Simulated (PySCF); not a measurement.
How methods differ on the excitation energy of Cu⁺

Cu⁺ [Ar] 3d10 (1S) → Cu⁺ [Ar] 3d9 4p1 (high-spin determinant), as a difference of total energies. Computed with PySCF 2.14 in aug-cc-pVTZ-PP with ECP10MDF (6s6p5d3f2g, 88 functions), with a scalar-relativistic core potential. Correlated levels: valence: 3s2 3p6 frozen. The calculations carry no spin-orbit coupling.

```tsv
method	excitation energy (cm⁻¹)
UHF	47284
MP2 (valence)	72959
SCS-MP2 (valence)	70363
CCSD (valence)	64518
CCSD(T) (valence)	66051
```

The determinant of the upper state mixes LS terms, which raises its energy above the lowest term, most at the Hartree-Fock and MP2 levels.
